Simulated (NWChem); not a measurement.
System: CH₅Cl₂NSi; SMILES NC[SiH](Cl)Cl

```xyz
10

N     -1.0278     2.5074    -0.0249
C     -1.3063     1.1032    -0.3645
Si    -0.1107    -0.1338     0.4248
Cl     1.8170     0.2836    -0.2393
Cl    -0.6026    -2.0969    -0.0472
H     -1.0747     2.6587     0.9811
H     -0.0909     2.7716    -0.3239
H     -1.2925     0.9921    -1.4551
H     -2.3294     0.8590    -0.0507
H     -0.0753    -0.0156     1.9003
```
Atoms are numbered in this order, from 1.

All runs: NWChem. Pople sets run with spherical d functions. Coordinates come from a B3LYP/6-31G* (spherical d) optimisation. Level: M05-2X/6-31G* with SMD (1 M gas to 1 M solution), gas-phase geometry. Reactions with the solvent are ignored.

For solvent methanol:

```yaml
solvation free energy (kcal/mol): -8.2
dipole in solution (D): 2.51
```

Task: Estimate the same quantities for solvent 1,4-dioxane.

Result: The solvation free energy (kcal/mol) is -4.2. The dipole in solution (D) comes out as 2.23.
